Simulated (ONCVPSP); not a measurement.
Transferability test, ONCV potential for Ag

Ag (Z = 47), optimised norm-conserving Vanderbilt (ONCV), made with ONCVPSP 4.0.1 (PBE, scalar-relativistic). Core [Ar] 3d10, reference 4s2 4p6 4d9 (charge +2). Waves: 4s: rc 0.95 bohr, ncon 4, nbas 8, qcut 8 1/bohr, 2 projectors, debl 3.1 Ha; 4p: rc 1.00 bohr, ncon 3, nbas 6, qcut 8.5 1/bohr, 2 projectors, debl 3.3 Ha; 4d: rc 1.65 bohr, ncon 4, nbas 9, qcut 11.2 1/bohr, 3 projectors, debl 1.4 Ha. Local part: polynomial inside 0.90 bohr (lpopt 2, dvloc0 6 Ha). Core correction: polynomial model core, fcfact 0.15.

In the s channel the program set the typed energies aside and used -4.322, 0.250 Ha.

Energies are relative to the spin-unpolarised reference configuration 4s2 4p6 4d9; without spin polarisation the order of configurations can differ from experiment.

**Question.** Give the all-electron excitation energy and the error of the potential for: 4s2 4p6 4d10 5s1; 4s2 4p6 4d10; 4s2 4p6 4d8; 4s2 4p6 4d10 5s0.5.

**Answer.**

| valence configuration | charge | ΔE all-electron (eV) | error AE − PS (meV) |
| --- | --- | --- | --- |
| 4s2 4p6 4d10 5s1 | 0 | -29.871 | +2.9 |
| 4s2 4p6 4d10 | +1 | -22.114 | +1.6 |
| 4s2 4p6 4d8 | +3 | 36.193 | -2.6 |
| 4s2 4p6 4d10 5s0.5 | +0.5 | -26.854 | +2.4 |

Levels in the configuration 4s2 4p6 4d10 5s1:

```json
{"level": "4s", "all-electron (eV)": "-95.052", "pseudo (eV)": "-95.055"}
{"level": "4p", "all-electron (eV)": "-58.567", "pseudo (eV)": "-58.565"}
{"level": "4d", "all-electron (eV)": "-7.444", "pseudo (eV)": "-7.443"}
{"level": "5s", "all-electron (eV)": "-4.405", "pseudo (eV)": "-4.405"}
```
